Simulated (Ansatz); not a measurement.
Abridged output of a molecular run in Ansatz:

```
Functional definition: HF
1471 factors; integrals over basis functions are off by at most 9.1e-4 eV
mean field evaluation 1: about -13083.6400 eV, gradient 4.2e1 eV
mean field evaluation 2: about -13083.9695 eV, gradient 4.2e1 eV
mean field evaluation 4: about -13088.0850 eV, gradient 4.9e0 eV
mean field evaluation 8: about -13088.1589 eV, gradient 3.3e-1 eV
mean field evaluation 16: about -13088.1593 eV, gradient 1.3e-6 eV
mean field -13088.15928973 eV, -480.9809824245 hartree, gradient 1.3e-6 eV, S^2 0.000000; 0 other end points of the search recorded, 0 dependent functions left out
9 core orbitals not correlated: weight in the atoms' cores, before any rotation towards them, 1.000 or more for the frozen orbitals, at most 0.000 for the correlated occupied ones
reference -13088.15928973 eV, -480.9809824245 hartree; 14, 14 occupied and 227, 227 virtual orbitals, 1471 factors
second order -22.90456288 eV of doubles, -0.00000000 eV of singles
cycle   1  -23.14734943 eV  change   -2.4e-1 eV  update   1.1e-1
cycle   2  -23.72638039 eV  change   -5.8e-1 eV  update   3.4e-2
cycle   3  -23.86949896 eV  change   -1.4e-1 eV  update   1.8e-2
cycle   4  -23.86122681 eV  change    8.3e-3 eV  update   4.8e-3
cycle   5  -23.85906322 eV  change    2.2e-3 eV  update   2.1e-3
cycle   6  -23.86005265 eV  change   -9.9e-4 eV  update   6.2e-4
cycle   7  -23.85970094 eV  change    3.5e-4 eV  update   2.0e-4
cycle   8  -23.85967113 eV  change    3.0e-5 eV  update   6.4e-5
cycle   9  -23.85968917 eV  change   -1.8e-5 eV  update   2.5e-5
perturbative correction -1.05469025 eV, -0.0387591517 hartree
Total energy: -13113.07366914 eV, -481.8965689804 hartree
```

Its atoms:

Z-matrix (Å, degrees):
```
Si
C 1 1.834
C 1 2.145 2 38.5
C 1 1.851 2 121.8 3 110.5
O 1 1.719 2 78.4 3 0.6
H 1 1.485 2 118.0 3 -106.7
H 2 1.076 1 148.2 3 178.0
H 3 1.088 1 169.4 2 -175.8
H 4 1.093 1 110.6 2 -158.9
H 4 1.094 1 110.3 2 82.0
H 4 1.091 1 110.7 2 -38.2
```

Problem. Which basis set was used?
A. def2-SVPD
B. def2-QZVPP
C. cc-pV(D+d)Z
D. def2-TZVPP

Solution. D. It gives 250 functions.

Problem. Write the keys of the input that set method, charge and spin (a neutral closed shell needs none for the last two).

Solution. 
```yaml
correlation: {method: ccsd_t}
```
